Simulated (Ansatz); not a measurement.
Stepwise reaction of `C=C[Si](O)(O)C=C` with hydrogen fluoride, as a gas-phase model of exchange steps in deposition or etching. ΔE in kJ/mol.

Program: Ansatz. Geometries: PBE0-D4/def2-TZVP. ΔE: electronic, gas phase. CCSD(T)/CBS adds triple-zeta CCSD(T) − MP2 to the extrapolated MP2 energy (def2 sets, frozen cores). This one scheme is used for every species. DFT in def2-TZVPP. B3LYP here is the variant with VWN-RPA as its local correlation; programs differ in this. Each species was taken in one conformer, which may not be the lowest.

```
step                                             reaction  PBE-D4  B3LYP-D4  ωB97M-V  CCSD(T)/CBS
   1  `C=C[Si](O)(O)C=C` + H–F → `C=C[Si](O)(O)F` + `C=C`  -143.5    -157.0   -157.4       -153.0
   2      `C=C[Si](O)(O)F` + H–F → `O[Si](O)(F)F` + `C=C`  -131.0    -143.9   -144.8       -143.7
```

Question: By hand: ΔE of the 2 steps together at CCSD(T)/CBS.

Answer: (-153.0) + (-143.7) = -296.7 kJ/mol, or -148.3 kJ/mol a step.

In ΔE each step is higher than the one before. All are downhill at CCSD(T)/CBS. PBE-D4 differs from CCSD(T)/CBS by 9.5 to 12.7 kJ/mol a step. Isolated molecules leave out the surface, adducts and barriers. Largest T1 diagnostic: 0.012.
